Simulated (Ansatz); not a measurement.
CH₆GeO₂Si (`C1O[SiH2][GeH2][O]1`). Total charge 0; spin multiplicity 1. The structure was optimised at the PBE0-D4/def2-TZVP level.

```xyz
11

C    -1.184   -0.941    0.025
O     0.041   -1.318   -0.585
Si    1.237   -0.193   -0.787
Ge    0.215    1.265    0.781
O    -1.031   -0.025    1.058
H    -1.849   -0.544   -0.756
H    -1.618   -1.852    0.446
H     1.301    0.319   -2.181
H     2.546   -0.782   -0.418
H     0.832    1.537    2.158
H    -0.489    2.534    0.260
```

**Question.** What is the dipole moment at ωB97M-V/def2-TZVPP? (Estimate.)

**Answer.** The calculation gave: 1.53 D, with components (0.79, 1.14, -0.66) D in this frame, pointing from negative to positive charge.

**Question.** And with PBE, r2SCAN, B3LYP? (Best estimate.)

**Answer.** Computed: PBE 1.26 D, r2SCAN 1.33 D, B3LYP 1.48 D.

**Question.** Give the Mulliken charges with ωB97M-V, r2SCAN, B3LYP in def2-TZVPP. (Best estimate.)

**Answer.** The calculation gave: 
| atom | ωB97M-V | r2SCAN | B3LYP |
| --- | --- | --- | --- |
| C1 | 0.10 | 0.27 | 0.16 |
| O2 | -0.37 | -0.39 | -0.38 |
| Si3 | 0.30 | 0.37 | 0.35 |
| Ge4 | 0.21 | 0.28 | 0.28 |
| O5 | -0.43 | -0.43 | -0.43 |
| H6 | 0.10 | 0.04 | 0.08 |
| H7 | 0.11 | 0.05 | 0.10 |
| H8 | -0.03 | -0.08 | -0.07 |
| H9 | -0.02 | -0.07 | -0.06 |
| H10 | 0.03 | -0.01 | 0.00 |
| H11 | 0.00 | -0.03 | -0.02 |

B3LYP here is the variant with VWN-RPA as its local correlation; programs differ in this.
